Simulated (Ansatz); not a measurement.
Abridged output of a molecular run in Ansatz:

```
Functional definition: HF
1587 factors; integrals over basis functions are off by at most 1.3e-3 eV
mean field evaluation 1: about -21614.7006 eV, gradient 3.5e1 eV
mean field evaluation 2: about -21614.9798 eV, gradient 3.5e1 eV
mean field evaluation 4: about -21618.4891 eV, gradient 4.0e0 eV
mean field evaluation 8: about -21618.5648 eV, gradient 3.2e-1 eV
mean field evaluation 16: about -21618.5657 eV, gradient 1.1e-6 eV
mean field -21618.56573283 eV, -794.4676370912 hartree, gradient 1.1e-6 eV, S^2 0.000000; 0 other end points of the search recorded, 0 dependent functions left out
13 core orbitals not correlated: weight in the atoms' cores, before any rotation towards them, 1.000 or more for the frozen orbitals, at most 0.000 for the correlated occupied ones
reference -21618.56573283 eV, -794.4676370912 hartree; 14, 14 occupied and 248, 248 virtual orbitals, 1587 factors
second order -19.83044406 eV of doubles, -0.00000000 eV of singles
cycle   1  -20.75280530 eV  change   -9.2e-1 eV  update   1.1e-1
cycle   2  -21.31822743 eV  change   -5.7e-1 eV  update   3.1e-2
cycle   3  -21.42772324 eV  change   -1.1e-1 eV  update   1.6e-2
cycle   4  -21.41566641 eV  change    1.2e-2 eV  update   4.7e-3
cycle   5  -21.41491601 eV  change    7.5e-4 eV  update   2.1e-3
cycle   6  -21.41503427 eV  change   -1.2e-4 eV  update   6.2e-4
cycle   7  -21.41482706 eV  change    2.1e-4 eV  update   2.1e-4
cycle   8  -21.41489397 eV  change   -6.7e-5 eV  update   8.0e-5
cycle   9  -21.41492343 eV  change   -2.9e-5 eV  update   2.8e-5
perturbative correction -0.94566158 eV, -0.0347524220 hartree
Total energy: -21640.92631784 eV, -795.2893734338 hartree
```

Its atoms:

Z-matrix (Å, degrees):
```
B
S 1 2.226
B 1 1.617 2 57.5
H 1 1.198 2 105.1 3 116.6
H 1 1.200 2 107.3 3 -116.3
Si 2 2.146 1 95.9 3 92.6
N 3 1.374 1 158.5 2 176.6
H 6 1.482 2 108.7 1 81.4
H 6 1.483 2 109.0 1 -39.6
H 6 1.485 2 109.0 1 -159.1
H 7 1.006 3 121.9 1 2.5
H 7 1.006 3 123.6 1 -176.1
```

Task: Which basis set was used?
A. def2-TZVPP
B. cc-pV(D+d)Z
C. def2-SVPD
D. def2-SVP

Result: A. It gives 275 functions.

Task: Write the keys of the input that set method, charge and spin (a neutral closed shell needs none for the last two).

Result: 
```yaml
correlation: {method: ccsd_t}
```
